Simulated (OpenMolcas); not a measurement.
## Ne III: effect of the level shift or regulariser

```yaml
Program: OpenMolcas 26.06
Basis: ANO-RCC-VQZP [5s4p3d2f1g]
Scalar_Hamiltonian: DKH2, point nucleus
Active_space: 6 electrons in 8 orbitals (2s 2p 3s 3p)
State_averaging: 2S+1 = 3 even, 3 roots; 2S+1 = 1 even, 6 roots; 2S+1 = 3 odd, 3 roots; 2S+1 = 1 odd, 3 roots
Spin-orbit_coupling: RASSI with atomic mean-field integrals over the reference wave functions, term energies averaged over their components
```

Methods on the same reference wave functions:
A. CASSCF
B. SS-CASPT2, IPEA 0.25 Eh, imaginary shift 0.1 Eh (closed shells correlated: 1s)
C. SS-CASPT2, IPEA 0.25 Eh, real shift 0.2 Eh (closed shells correlated: 1s)

Energies in cm⁻¹ above 2s² 2p⁴ ³P₂, the measured ground level; measured values from Moore, Atomic Energy Levels, vol. I, NSRDS-NBS 35 (1971 reprint of NBS Circular 467, 1949).

| Level | A | B | C | Measured |
| --- | --- | --- | --- | --- |
| 2s² 2p⁴ ³P₂ | 0.0 | 0.0 | 0.0 | 0.0 |
| 2s² 2p⁴ ³P₁ | 585 | 586 | 586 | 650 |
| 2s² 2p⁴ ³P₀ | 861 | 862 | 862 | 927 |
| 2s² 2p⁴ ¹D₂ | 27963 | 26141 | 26143 | 25841 |
| 2s² 2p⁴ ¹S₀ | 51542 | 55701 | 55695 | 55747 |
| 2s 2p⁵ ³P°₂ | 212717 | 205490 | 205518 |  |
| 2s 2p⁵ ³P°₁ | 213288 | 206061 | 206089 | 204879 |
| 2s 2p⁵ ³P°₀ | 213576 | 206349 | 206377 | 205204 |
| 2s 2p⁵ ¹P°₁ | 309923 | 293140 | 293179 |  |

Deviations, from unrounded energies. A percentage is the sum of absolute deviations over the sum of measured energies, with the sign that they share, or ± where signs differ.

```csv
Against measurement,Levels,A,B,C
mean absolute deviation (cm-1),6,3900,470,480
fine structure of the ground term (%),2,-8.3,-8.2,-8.2
other terms of the ground configuration (%),2,±7.8,±0.4,±0.4
other configurations (%),2,+4.1,+0.6,+0.6
```

B, C lie about equally close to measurement and A furthest from it. The largest miss of B in the table is 2s 2p⁵ ³P°₁, by +1200 cm-1. The ranking rests on the paired levels alone, and a cruder setting can come out closer through cancelling errors.

Between B and C the level of the table that moves most is 2s 2p⁵ ¹P°₁, by 39 cm-1 (lowest in B, highest in C).

From A to B the spin-free energies of the other terms of 2s² 2p⁴ shown, above ³P, scale by factors of 0.93 to 1.08.

The lowest spin-free term lies below A's lowest term by 0.140 hartree in B, 0.140 hartree in C.

Active for correlation alone: 3p 3s; no level in the range computed is led by a configuration that fills them, so any true level of that kind is missing. Measured partners are found by configuration, term and J. A level has none where our copy of the source lacks it or the pairing is in doubt (some pairs that miss far off the trend of their configuration count as doubtful), and it then counts in no deviation. Levels of configurations outside the active space are missing.

° marks odd parity.
